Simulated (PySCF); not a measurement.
M06-L on S⁻ (sulfur, charge -1), [Ne] 3s2 3p5, 2P determinant. Calculation: PySCF 2.14, in aug-cc-pV(T+d)Z with one added diffuse shell each of s, p, d, f type (7s6p5d3f, 71 functions); no relativity, point nucleus.

```
cycle= 1 E= -398.185217641025  delta_E= -0.00427  |g|= 0.0226  |ddm|= 0.213
cycle= 2 E= -398.18493883243  delta_E= 0.000279  |g|= 0.0291  |ddm|= 0.124
cycle= 3 E= -398.185632765818  delta_E= -0.000694  |g|= 0.00303  |ddm|= 0.0826
cycle= 4 E= -398.185642673477  delta_E= -9.91e-06  |g|= 0.000531  |ddm|= 0.0155
cycle= 5 E= -398.185643104313  delta_E= -4.31e-07  |g|= 0.000263  |ddm|= 0.00364
cycle= 6 E= -398.185643238219  delta_E= -1.34e-07  |g|= 1.93e-05  |ddm|= 0.0016
cycle= 7 E= -398.185643239846  delta_E= -1.63e-09  |g|= 2.88e-06  |ddm|= 0.000253
cycle= 8 E= -398.185643239894  delta_E= -4.85e-11  |g|= 2.1e-06  |ddm|= 4.77e-05
converged SCF energy = -398.185643239894  <S^2> = 0.7581613  2S+1 = 2.0081447
```

Highest occupied orbital energy: 1.229 eV; ⟨L²⟩ = 2.03; populations by l: s 6.00, p 11.00, d 0.00, f 0.00.

Can this result be used?

With care. The run converged. At M06-L the highest occupied level has a positive energy, so only the finite basis holds that electron; in a semilocal or global hybrid functional this comes from self-interaction and does not mean that the real anion is unbound.
